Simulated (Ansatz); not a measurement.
Question: Name a neutral molecule of Al, C, N, O, Si and H with LUMO energy (PBE0/def2-TZVPP) between -0.60 and -0.30 eV and size of the dipole moment (B3LYP/def2-TZVPP) between 0.35 and 0.65 D (Ansatz, PBE0-D4/def2-TZVP geometry).

Answer: `C[O][Al]([O][SiH3])[N](C)C` (-0.30 eV, 0.36 D). Other molecules can fit too; these were computed, each in one conformer that needn't be the lowest.

B3LYP here is the variant with VWN-RPA as its local correlation; programs differ in this.
